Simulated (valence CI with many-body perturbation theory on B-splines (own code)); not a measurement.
# Fe¹²⁺: electric-dipole lines

Computed by configuration interaction combined with many-body perturbation theory (CI+MBPT): four valence electrons over a frozen Dirac-Fock core [Ne], a basis of 11 s, 11 p, 9 d, 7 f, 5 g, 2 h, 1 i functions for each j, with the one-electron correlation potential Σ1 (screened to all orders), the two-electron term Σ2, the three-electron term Σ3, Breit, model QED; selected single and double excitations, second order for the rest, scaled by the run's own slope (own B-spline code, finite nucleus).

No measured spectrum was set against this ion. As an estimate, levels of excited configurations hold to 0.05 to 0.15 % of their energy, terms of the ground configuration to about 0.5 %.

Lines 51 to 100 of 225 in falling wavelength, among levels below 820810 cm⁻¹, chosen from the strongest by gf and those to the six lowest levels. Wavelengths and rates use the calculated energies, so an error of 200 cm⁻¹ moves a line at 323.9 Å by 0.065 % and its rate by three times that or more. Electric multipoles are in the length gauge, E1 and E2 with the static RPA response of the core. Weak lines are less certain than strong ones. Lines between different terms over intervals too small for the method are left out, as are lines whose strength nearly cancels. Where a level lies close to another of its J and parity, the split of strength between their lines is uncertain. The highest levels of a list are the least certain.

Names give the largest LS component (configuration and term), which can be under half, so a name can repeat, a term be missing and a line seem to break the LS rules; names also repeat where a configuration has a term twice. Letters in brackets count levels of one name in rising energy.

| λ vac (Å) | Upper | Lower | A (s⁻¹) | S (a.u.) |
| --- | --- | --- | --- | --- |
| 323.9 | 3s3p²3d ³D_2 [b] | 3s²3p3d ³P°_2 | 6.17e+08 | 5.18e-02 |
| 322.1 | 3s3p²3d ¹P_1 | 3s²3p3d ³P°_2 | 1.60e+09 | 7.90e-02 |
| 321.4 | 3s3p³ ³P°_1 | 3s²3p² ³P_2 | 9.29e+08 | 4.57e-02 |
| 321.3 | 3s3p²3d ³S_1 | 3s²3p3d ³D°_1 | 7.34e+08 | 3.60e-02 |
| 320.7 | 3s3p³ ³P°_2 | 3s²3p² ³P_2 | 3.39e+09 | 2.76e-01 |
| 320.3 | 3p⁴ ³P_2 | 3s3p³ ³D°_3 | 5.26e+09 | 4.26e-01 |
| 319.0 | 3s3p²3d ³G_3 | 3s²3p3d ³F°_3 | 3.35e+08 | 3.76e-02 |
| 318.5 | 3s3p²3d ³P_1 [a] | 3s3p³ ³S°_1 | 1.20e+09 | 5.72e-02 |
| 318.2 | 3s3p³ ¹D°_2 | 3s²3p² ¹D_2 | 5.47e+09 | 4.35e-01 |
| 317.9 | 3s3p²3d ³D_3 [b] | 3s²3p3d ³P°_2 | 8.45e+08 | 9.38e-02 |
| 317.4 | 3p⁴ ³P_2 | 3s3p³ ³D°_2 | 1.40e+09 | 1.10e-01 |
| 317.2 | 3s3p²3d ³G_4 | 3s²3p3d ³F°_3 | 6.85e+09 | 9.71e-01 |
| 316.7 | 3s3p²3d ³P_1 [b] | 3s²3p3d ³P°_2 | 1.13e+09 | 5.33e-02 |
| 314.0 | 3s3p²3d ³D_1 [c] | 3s²3p3d ³P°_0 | 6.90e+08 | 3.16e-02 |
| 312.8 | 3s3p³ ³P°_0 | 3s²3p² ³P_1 | 4.23e+09 | 6.39e-02 |
| 312.7 | 3s3p²3d ³P_2 [b] | 3s²3p3d ³P°_2 | 4.36e+08 | 3.29e-02 |
| 312.2 | 3s3p²3d ³G_3 | 3s²3p3d ³F°_2 | 7.03e+09 | 7.39e-01 |
| 312.1 | 3s3p³ ³P°_1 | 3s²3p² ³P_1 | 1.95e+09 | 8.79e-02 |
| 311.6 | 3s3p²3d ³D_1 [c] | 3s²3p3d ¹D°_2 | 1.32e+09 | 5.90e-02 |
| 311.5 | 3s3p³ ³P°_2 | 3s²3p² ³P_1 | 4.24e+08 | 3.16e-02 |
| 311.4 | 3s3p²3d ¹G_4 | 3s²3p3d ³F°_4 | 2.86e+08 | 3.84e-02 |
| 309.8 | 3s3p²3d ³S_1 | 3s²3p3d ³P°_1 | 1.36e+09 | 5.97e-02 |
| 308.5 | 3s3p³ ³S°_1 | 3s²3p² ¹S_0 | 4.40e+08 | 1.91e-02 |
| 305.0 | 3p⁴ ³P_1 | 3s3p³ ³D°_2 | 4.59e+09 | 1.93e-01 |
| 304.9 | 3p⁴ ³P_1 | 3s3p³ ³D°_1 | 1.95e+09 | 8.19e-02 |
| 303.3 | 3s3p³ ³P°_1 | 3s²3p² ³P_0 | 1.27e+09 | 5.24e-02 |
| 302.2 | 3p⁴ ³P_0 | 3s3p³ ³D°_1 | 6.51e+09 | 8.88e-02 |
| 301.9 | 3s3p²3d ³S_1 | 3s²3p3d ³P°_2 | 9.79e+08 | 3.99e-02 |
| 298.3 | 3s3p²3d ¹F_3 | 3s²3p3d ³F°_3 | 3.49e+08 | 3.20e-02 |
| 297.1 | 3p⁴ ¹D_2 | 3s3p³ ³D°_3 | 6.65e+08 | 4.31e-02 |
| 292.0 | 3s3p²3d ³F_3 [b] | 3s²3p3d ³F°_4 | 4.97e+08 | 4.27e-02 |
| 290.8 | 3s3p³ ¹D°_2 | 3s²3p² ³P_2 | 1.10e+08 | 6.68e-03 |
| 288.4 | 3s3p³ ¹P°_1 | 3s²3p² ¹S_0 | 4.18e+09 | 1.48e-01 |
| 288.4 | 3s3p²3d ³F_2 [b] | 3s²3p3d ³F°_3 | 8.33e+08 | 4.93e-02 |
| 284.9 | 3s3p²3d ³F_4 [b] | 3s²3p3d ³F°_4 | 3.37e+09 | 3.46e-01 |
| 283.6 | 3s3p²3d ³F_3 [b] | 3s²3p3d ³F°_3 | 3.93e+09 | 3.09e-01 |
| 283.2 | 3s3p³ ¹D°_2 | 3s²3p² ³P_1 | 7.74e+07 | 4.34e-03 |
| 282.8 | 3s3p²3d ³F_2 [b] | 3s²3p3d ³F°_2 | 5.43e+09 | 3.03e-01 |
| 279.0 | 3s3p²3d ³D_2 [b] | 3s²3p3d ³F°_3 | 6.69e+08 | 3.59e-02 |
| 278.3 | 3s3p²3d ³F_3 [b] | 3s²3p3d ³F°_2 | 3.81e+08 | 2.84e-02 |
| 272.5 | 3s3p²3d ¹P_1 | 3s²3p3d ³F°_2 | 2.56e+09 | 7.67e-02 |
| 271.9 | 3s3p³ ³S°_1 | 3s²3p² ¹D_2 | 6.96e+08 | 2.07e-02 |
| 261.9 | 3s²3p3d ³F°_2 | 3s²3p² ¹D_2 | 3.33e+08 | 1.48e-02 |
| 257.9 | 3s3p²3d ³S_1 | 3s²3p3d ³F°_2 | 5.24e+09 | 1.33e-01 |
| 257.8 | 3s3p²3d ³G_3 | 3s3p³ ¹D°_2 | 4.37e+08 | 2.59e-02 |
| 257.7 | 3p⁴ ³P_2 | 3s3p³ ⁵S°_2 | 2.57e+07 | 1.08e-03 |
| 257.3 | 3s²3p3d ³F°_3 | 3s²3p² ¹D_2 | 2.10e+07 | 1.24e-03 |
| 256.4 | 3s3p²3d ³D_1 [c] | 3s²3p3d ³F°_2 | 2.13e+10 | 5.31e-01 |
| 256.2 | 3s3p³ ¹P°_1 | 3s²3p² ¹D_2 | 2.89e+10 | 7.20e-01 |
| 256.2 | 3s3p²3d ³P_2 [a] | 3s3p³ ³P°_2 | 3.45e+09 | 1.43e-01 |
